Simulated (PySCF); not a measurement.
CH8FNSi2, SMILES C[SiH2][Si@@H](N)F. Atoms are numbered in the order given.

```xyz
13

C      1.9873     0.6430    -1.5505
Si     0.6807    -0.6364    -1.0652
Si    -0.3878     0.0467     0.9034
N     -1.1923     1.5304     0.5632
F     -1.4002    -1.1540     1.3887
H      2.4521     0.3949    -2.5175
H      1.5270     1.6404    -1.6292
H      2.7830     0.6961    -0.7905
H      1.2972    -1.9870    -0.8997
H     -0.3568    -0.7375    -2.1402
H      0.5150     0.3024     2.0598
H     -1.5212     2.1363     1.3098
H     -1.7729     1.6264    -0.2647
```
Charge 0, spin multiplicity 1.

The structure is a stationary point at B3LYP-D3(BJ)/def2-SVP. The structure was generated by enumeration; whether it is a known compound was not checked. Other conformers were not sampled.

Two levels are set side by side: PBE/pcSseg-1 (PySCF) and PBE0/pcSseg-1 (PySCF). GIAO shifts against CFCl3 (¹⁹F), NH3 (¹⁵N), TMS (²⁹Si), TMS (¹H), TMS (¹³C) at the same level; non-relativistic, no solvent, atoms listed together averaged. Differences are taken from unrounded values.

| quantity | PBE |
|---|---|
| δ(¹³C) of C1 (ppm) | -8.5 |
| δ(²⁹Si) of Si2 (ppm) | -79.8 |
| δ(²⁹Si) of Si3 (ppm) | -1.0 |
| δ(¹⁵N) of N4 (ppm) | 52.4 |
| δ(¹⁹F) of F5 (ppm) | -165.2 |
| δ(¹H) of H9, H10 (ppm) | 4.07 |
| δ(¹H) of H11 (ppm) | 5.62 |

**Question.** These are the PBE values. What does PBE0 give? (Estimate from the structure and the level; the computed values follow.)

**Answer.** 
```json
[
 {"quantity": "δ(¹³C) of C1 (ppm)", "PBE0": "-8.5", "PBE minus PBE0": "0.1"},
 {"quantity": "δ(²⁹Si) of Si2 (ppm)", "PBE0": "-76.2", "PBE minus PBE0": "-3.6"},
 {"quantity": "δ(²⁹Si) of Si3 (ppm)", "PBE0": "-0.8", "PBE minus PBE0": "-0.2"},
 {"quantity": "δ(¹⁵N) of N4 (ppm)", "PBE0": "45.6", "PBE minus PBE0": "6.9"},
 {"quantity": "δ(¹⁹F) of F5 (ppm)", "PBE0": "-153.8", "PBE minus PBE0": "-11.4"},
 {"quantity": "δ(¹H) of H9, H10 (ppm)", "PBE0": "4.00", "PBE minus PBE0": "0.07"},
 {"quantity": "δ(¹H) of H11 (ppm)", "PBE0": "5.40", "PBE minus PBE0": "0.22"}
]
```

Rough cost on one machine, each run with all the roots and properties that it gave: PBE0 against PBE within a factor of 2.
